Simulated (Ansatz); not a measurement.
# Nudged elastic band run: AlF2H5OSi

Input:

```yaml
crystal:
  periodic: [false, false, false]
  atoms:
    - { symbol: Al, position_ang: [-0.02748, 0.034745, 0.089702] }
    - { symbol: F, position_ang: [0.20455, 0.475442, 1.714189] }
    - { symbol: F, position_ang: [1.327431, 0.161806, -0.902441] }
    - { symbol: H, position_ang: [-1.46119, 0.253265, -0.58222] }
    - { symbol: O, position_ang: [-0.040672, -1.904547, 0.643562] }
    - { symbol: Si, position_ang: [-0.69286, -3.356928, -0.044047] }
    - { symbol: H, position_ang: [0.242023, -4.481335, 0.271451] }
    - { symbol: H, position_ang: [-2.04545, -3.623474, 0.538019] }
    - { symbol: H, position_ang: [-0.756951, -3.065524, -1.502589] }
    - { symbol: H, position_ang: [0.100099, -1.861451, 1.614474] }
basis:
  gaussian: { orbitals: "6-31G*" }
hamiltonian:
  xc: revpbe
neb:
  order_check: false
  images: 9
  f_tol: 0.03
  max_iterations: 60
  final_atoms:
    - { symbol: Al, position_ang: [0.02528679, -0.0563746, 0.11018419] }
    - { symbol: F, position_ang: [0.64731475, 0.33270944, 1.63579151] }
    - { symbol: F, position_ang: [1.07707083, -0.87064184, -0.94717006] }
    - { symbol: H, position_ang: [-1.07561128, 0.90192057, -0.52965742] }
    - { symbol: O, position_ang: [-0.87996444, -1.73664008, 0.75318795] }
    - { symbol: Si, position_ang: [-0.57803938, -3.25224309, -0.07812734] }
    - { symbol: H, position_ang: [0.84524011, -3.67483381, 0.05887582] }
    - { symbol: H, position_ang: [-1.47391599, -4.24773756, 0.59348424] }
    - { symbol: H, position_ang: [-0.99775683, -3.00317521, -1.48142764] }
    - { symbol: H, position_ang: [-0.74012456, -1.76098481, 1.72495874] }
  initial_path:
    images:
      - { positions_ang: [[-0.02748, 0.034745, 0.089702], [0.20455, 0.475442, 1.714189], [1.327431, 0.161806, -0.902441], [-1.46119, 0.253265, -0.58222], [-0.040672, -1.904547, 0.643562], [-0.69286, -3.356928, -0.044047], [0.242023, -4.481335, 0.271451], [-2.04545, -3.623474, 0.538019], [-0.756951, -3.065524, -1.502589], [0.100099, -1.861451, 1.614474]] }
      - { positions_ang: [[-0.0238644, 0.02729847, 0.06459537], [0.16049627, 0.3884962, 1.77209152], [1.35328148, 0.1270666, -0.89720978], [-1.44054361, 0.19724321, -0.62971011], [-0.01518165, -1.91556124, 0.64724406], [-0.68898232, -3.3407533, -0.04587113], [0.24121996, -4.46836954, 0.2036213], [-2.01047288, -3.62285224, 0.57209349], [-0.81545566, -3.03980974, -1.48657653], [0.08900282, -1.72075941, 1.63982182]] }
      - { positions_ang: [[-0.02024879, 0.01985193, 0.03948875], [0.11644253, 0.3015504, 1.82999404], [1.37913195, 0.09232721, -0.89197856], [-1.41989722, 0.14122142, -0.67720023], [0.01030871, -1.92657548, 0.65092611], [-0.68510464, -3.3245786, -0.04769527], [0.24041692, -4.45540408, 0.13579159], [-1.97549575, -3.62223049, 0.60616799], [-0.87396033, -3.01409549, -1.47056407], [0.07790663, -1.58006783, 1.66516963]] }
      - { positions_ang: [[-0.01663319, 0.0124054, 0.01438212], [0.0723888, 0.2146046, 1.88789657], [1.40498243, 0.05758781, -0.88674733], [-1.39925084, 0.08519963, -0.72469034], [0.03579906, -1.93758972, 0.65460817], [-0.68122696, -3.3084039, -0.0495194], [0.23961388, -4.44243862, 0.06796189], [-1.94051863, -3.62160873, 0.64024248], [-0.93246499, -2.98838123, -1.4545516], [0.06681045, -1.43937624, 1.69051745]] }
      - { positions_ang: [[-0.01301759, 0.00495886, -0.0107245], [0.02833506, 0.1276588, 1.94579909], [1.43083291, 0.02284842, -0.88151611], [-1.37860445, 0.02917783, -0.77218046], [0.06128942, -1.94860396, 0.65829023], [-0.67734928, -3.29222919, -0.05134353], [0.23881084, -4.42947315, 0.00013218], [-1.90554151, -3.62098697, 0.67431698], [-0.99096966, -2.96266698, -1.43853913], [0.05571426, -1.29868466, 1.71586526]] }
      - { positions_ang: [[-0.00940198, -0.00248767, -0.03583113], [-0.01571867, 0.040713, 2.00370161], [1.45668339, -0.01189098, -0.87628489], [-1.35795806, -0.02684396, -0.81967057], [0.08677977, -1.9596182, 0.66197228], [-0.6734716, -3.27605449, -0.05316766], [0.23800779, -4.41650769, -0.06769752], [-1.87056439, -3.62036521, 0.70839147], [-1.04947432, -2.93695272, -1.42252667], [0.04461808, -1.15799307, 1.74121308]] }
      - { positions_ang: [[-0.00246423, -0.01326506, -0.00662807], [0.11688801, 0.09911229, 1.93011959], [1.38076088, -0.18364115, -0.89046192], [-1.3014887, 0.15890895, -0.76166794], [-0.10656907, -1.91502258, 0.68021542], [-0.65438515, -3.27129221, -0.0581596], [0.35945426, -4.26817292, -0.04238285], [-1.79123471, -3.74583968, 0.68541002], [-1.03913083, -2.95019722, -1.43430686], [-0.11233045, -1.27859142, 1.73796221]] }
      - { positions_ang: [[0.00447353, -0.02404245, 0.022575], [0.24949469, 0.15751157, 1.85653757], [1.30483836, -0.35539132, -0.90463896], [-1.24501935, 0.34466185, -0.70366531], [-0.29991791, -1.87042695, 0.69845855], [-0.63529871, -3.26652993, -0.06315153], [0.48090072, -4.11983814, -0.01706818], [-1.71190503, -3.87131415, 0.66242858], [-1.02878733, -2.96344171, -1.44608705], [-0.26927898, -1.39918977, 1.73471134]] }
      - { positions_ang: [[0.01141128, -0.03481983, 0.05177806], [0.38210138, 0.21591086, 1.78295555], [1.22891585, -0.52714149, -0.91881599], [-1.18854999, 0.53041476, -0.64566268], [-0.49326676, -1.82583133, 0.71670168], [-0.61621227, -3.26176765, -0.06814347], [0.60234719, -3.97150336, 0.00824649], [-1.63257535, -3.99678862, 0.63944713], [-1.01844383, -2.97668621, -1.45786725], [-0.42622751, -1.51978811, 1.73146047]] }
      - { positions_ang: [[0.01834904, -0.04559722, 0.08098112], [0.51470806, 0.27431015, 1.70937353], [1.15299334, -0.69889167, -0.93299303], [-1.13208064, 0.71616766, -0.58766005], [-0.6866156, -1.78123571, 0.73494482], [-0.59712582, -3.25700537, -0.0731354], [0.72379365, -3.82316859, 0.03356115], [-1.55324567, -4.12226309, 0.61646569], [-1.00810033, -2.98993071, -1.46964744], [-0.58317603, -1.64038646, 1.72820961]] }
      - { positions_ang: [[0.02528679, -0.0563746, 0.11018419], [0.64731475, 0.33270944, 1.63579151], [1.07707083, -0.87064184, -0.94717006], [-1.07561128, 0.90192057, -0.52965742], [-0.87996444, -1.73664008, 0.75318795], [-0.57803938, -3.25224309, -0.07812734], [0.84524011, -3.67483381, 0.05887582], [-1.47391599, -4.24773756, 0.59348424], [-0.99775683, -3.00317521, -1.48142764], [-0.74012456, -1.76098481, 1.72495874]] }
```

Command:

```bash
$ ansatz run input.yaml --threads 2 --pin off --max-ram 3072MiB --backend cpu --events-out ev --progress --plain --runs-dir out
```

Output, in part (warnings, iteration lines, the closing report on the highest movable image, with atoms numbered from 0):

```
NEB end point (image 0): max|allowed force component| = 1.804e-2 eV/Å (the criterion of neb.relax_end_points is 1.000e-2)
NEB end point (image 10): max|allowed force component| = 1.275e-2 eV/Å (the criterion of neb.relax_end_points is 1.000e-2)
NEB iter   1: max|band force component| = 3.668e0 eV/Å  barrier→ = 1.4917 eV  barrier← = 1.5694 eV  Δτ_max = 0.1960 Å  (289 SCF iters)
NEB iter   2: max|band force component| = 2.342e0 eV/Å  barrier→ = 0.7818 eV  barrier← = 0.8595 eV  Δτ_max = 0.1980 Å  (272 SCF iters)
NEB iter   3: max|band force component| = 1.520e0 eV/Å  barrier→ = 0.6347 eV  barrier← = 0.7124 eV  Δτ_max = 0.1985 Å  (254 SCF iters)
NEB iter   4: max|band force component| = 8.250e-1 eV/Å  barrier→ = 0.5468 eV  barrier← = 0.6246 eV  Δτ_max = 0.1976 Å  (245 SCF iters)
NEB iter   5: max|band force component| = 9.819e-1 eV/Å  barrier→ = 0.4291 eV  barrier← = 0.5068 eV  Δτ_max = 0.1034 Å  (244 SCF iters)
NEB iter   6: max|band force component| = 8.671e-1 eV/Å  barrier→ = 0.3367 eV  barrier← = 0.4145 eV  Δτ_max = 0.1013 Å  (247 SCF iters)
NEB iter   7: max|band force component| = 7.400e-1 eV/Å  barrier→ = 0.2238 eV  barrier← = 0.3015 eV  Δτ_max = 0.1007 Å  (243 SCF iters)
NEB iter   8: max|band force component| = 9.719e-1 eV/Å  barrier→ = 0.1180 eV  barrier← = 0.1957 eV  Δτ_max = 0.0503 Å  (247 SCF iters)
NEB iter   9: max|band force component| = 3.457e-1 eV/Å  barrier→ = 0.0750 eV  barrier← = 0.1527 eV  CI = image 5  Δτ_max = 0.1001 Å  (237 SCF iters)
NEB iter  10: max|band force component| = 2.778e-1 eV/Å  barrier→ = 0.0517 eV  barrier← = 0.1294 eV  CI = image 5  Δτ_max = 0.1993 Å  (240 SCF iters)
NEB iter  11: max|band force component| = 3.195e-1 eV/Å  barrier→ = 0.0275 eV  barrier← = 0.1052 eV  CI = image 5  Δτ_max = 0.1001 Å  (241 SCF iters)
NEB iter  12: max|band force component| = 1.270e-1 eV/Å  barrier→ = 0.0141 eV  barrier← = 0.0918 eV  CI = image 5  Δτ_max = 0.2000 Å  (237 SCF iters)
NEB iter  13: max|band force component| = 2.431e-1 eV/Å  barrier→ = 0.0257 eV  barrier← = 0.1035 eV  CI = image 5  Δτ_max = 0.1002 Å  (243 SCF iters)
NEB iter  14: max|band force component| = 5.115e-1 eV/Å  barrier→ = 0.0228 eV  barrier← = 0.1005 eV  CI = image 5  Δτ_max = 0.1001 Å  (241 SCF iters)
NEB iter  15: max|band force component| = 2.827e-1 eV/Å  barrier→ = 0.0175 eV  barrier← = 0.0952 eV  CI = image 5  Δτ_max = 0.1002 Å  (243 SCF iters)
NEB iter  16: max|band force component| = 4.128e-1 eV/Å  barrier→ = 0.0118 eV  barrier← = 0.0895 eV  CI = image 5  Δτ_max = 0.1998 Å  (238 SCF iters)
NEB iter  17: max|band force component| = 5.349e-1 eV/Å  barrier→ = -0.0021 eV  barrier← = 0.0757 eV  CI = image 1  Δτ_max = 0.1981 Å  (243 SCF iters)
NEB iter  18: max|band force component| = 5.489e-1 eV/Å  barrier→ = 0.0011 eV  barrier← = 0.0788 eV  CI = image 1  Δτ_max = 0.1991 Å  (242 SCF iters)
NEB iter  19: max|band force component| = 5.679e-1 eV/Å  barrier→ = 0.0020 eV  barrier← = 0.0797 eV  CI = image 2  Δτ_max = 0.0999 Å  (239 SCF iters)
NEB iter  20: max|band force component| = 1.576e-1 eV/Å  barrier→ = 0.0009 eV  barrier← = 0.0786 eV  CI = image 1  Δτ_max = 0.0572 Å  (232 SCF iters)
NEB iter  21: max|band force component| = 1.812e-1 eV/Å  barrier→ = 0.0005 eV  barrier← = 0.0782 eV  CI = image 1  Δτ_max = 0.0286 Å  (227 SCF iters)
NEB iter  22: max|band force component| = 8.040e-2 eV/Å  barrier→ = 0.0004 eV  barrier← = 0.0782 eV  CI = image 1  Δτ_max = 0.0359 Å  (229 SCF iters)
NEB iter  23: max|band force component| = 3.635e-2 eV/Å  barrier→ = 0.0004 eV  barrier← = 0.0782 eV  CI = image 1  Δτ_max = 0.0210 Å  (233 SCF iters)
NEB iter  24: max|band force component| = 1.491e-2 eV/Å  barrier→ = 0.0004 eV  barrier← = 0.0782 eV  CI = image 1  Δτ_max = 0.0000 Å  (442 SCF iters)
Total energy: -22034.92941829 eV, -809.7687203106 hartree
Atom 0 at    -0.023874     0.042689     0.083652 Å, force     0.000192    -0.000656     0.000935 eV/Å
Atom 1 at     0.234912     0.490865     1.701267 Å, force    -0.000087    -0.000027    -0.000440 eV/Å
Atom 2 at     1.331619     0.093430    -0.913835 Å, force     0.000066    -0.000117    -0.000515 eV/Å
Atom 3 at    -1.447988     0.317890    -0.585898 Å, force    -0.000074    -0.000061    -0.000200 eV/Å
Atom 4 at    -0.110954    -1.887807     0.659280 Å, force    -0.000724     0.000584     0.001173 eV/Å
Atom 5 at    -0.687657    -3.365603    -0.039980 Å, force    -0.000191     0.001079    -0.000132 eV/Å
Atom 6 at     0.306711    -4.443589     0.251209 Å, force    -0.000272     0.000112    -0.000278 eV/Å
Atom 7 at    -2.018638    -3.707076     0.550553 Å, force     0.000205    -0.000406    -0.000073 eV/Å
Atom 8 at    -0.781247    -3.060779    -1.493370 Å, force     0.000470    -0.000273     0.000084 eV/Å
Atom 9 at     0.046616    -1.848021     1.627222 Å, force     0.000415    -0.000236    -0.000554 eV/Å
Dipole moment:    -0.330283    -1.085337     0.216874 e Å
```

The run converged. The top lies less than 8 meV above the higher end, about what the thresholds resolve: that end is a shoulder or a very shallow well. A vibrational analysis at the climbing image gives one clearly imaginary mode, 46i cm⁻¹: a first-order saddle point.

Final band:

| image | path coordinate (Å) | energy (kJ/mol) |
| --- | --- | --- |
| 0 | 0.00 | 0.0 |
| 1 | 0.18 | 0.0 |
| 2 | 0.43 | -0.1 |
| 3 | 0.68 | -0.6 |
| 4 | 0.93 | -1.5 |
| 5 | 1.17 | -2.7 |
| 6 | 1.42 | -4.2 |
| 7 | 1.67 | -5.5 |
| 8 | 1.92 | -6.6 |
| 9 | 2.17 | -7.3 |
| 10 | 2.41 | -7.5 |

Time of the run: 6.9 min on 2 threads of Arm Neoverse V1, on a shared host, peak memory 0.13 GiB.
